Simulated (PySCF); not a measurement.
```xyz
3
charge 0 multiplicity 1, angstrom
Te    0.0000    0.0000   -1.2255
Bi    2.2425    0.0000    0.3821
Bi   -2.2425    0.0000    0.3821
```

Method: PySCF, PBE0, basis Te def2-TZVP with ECP28, Bi def2-TZVP with ECP60 (scalar-relativistic core potentials, no spin–orbit coupling, density fitting).

This geometry of Bi₂Te is a stationary point at this level.

(1) What is the point group?

(2) Is it a minimum?

(3) Which band is strongest in the infrared?

(4) Give the ideal-gas entropy at 298.15 K and 1 bar by parts.

Results:

(1) C2v.

(2) Yes: all harmonic wavenumbers are real, though the softest, 45 cm⁻¹, leaves little margin.

(3) 167 cm⁻¹ (a1), 1 km/mol.

(4) translation 187.5, rotation 129.9, vibration 42.4, spin 0.0; total 359.9 J/(mol K).

Other isomers or separated fragments may lie lower. The small gap makes a closed-shell description doubtful. Spin–orbit coupling, left out here, can matter for elements this heavy.
